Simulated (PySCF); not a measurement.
ZnF2, SMILES [F][Zn][F].

Coordinates come from a PBE0-D3(BJ)/def2-TZVP optimisation. The isomer is the one that the SMILES or the coordinates give; other isomers of the formula were not compared.

The numbers are results of IEF-PCM-M06-2X/def2-SVP run with PySCF 2.14.0, not measurements.

The values are the electrostatic part of the solvation free energy, E(continuum) − E(gas) at the gas-phase geometry, in a cavity of scaled van der Waals radii (PySCF's table); cavitation and dispersion terms are not included. A continuum can't describe solvent molecules that bind to the metal. In vacuum the orbital gap is 10.89 eV. The dipole moment in vacuum is 0.00 D.

```tsv
solvent	ε	ΔG(elec) (kcal/mol)	dipole (D)	gap (eV)
water	78.36	-26.9	0.00	11.30
acetonitrile	35.69	-26.2	0.00	11.29
dimethylsulfoxide	46.83	-26.5	0.00	11.30
```
